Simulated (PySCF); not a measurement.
A structure optimised at B3LYP-D3(BJ)/def2-TZVP, used in a PySCF frequency run:

```
Si
H 1 1.4888
H 1 1.4888 2 106.68
H 1 1.4888 2 106.68 3 113.74
Be 1 2.1841 2 112.13 3 -123.13
H 5 1.3308 2 153.33 1 180.00
```

Q: Write its SMILES, formula and point group.

A: [BeH][SiH3], BeH₄Si, C3v

Q: What are its rotational constants (standard atomic weights)?

A: 87.876, 10.528, 10.528 GHz
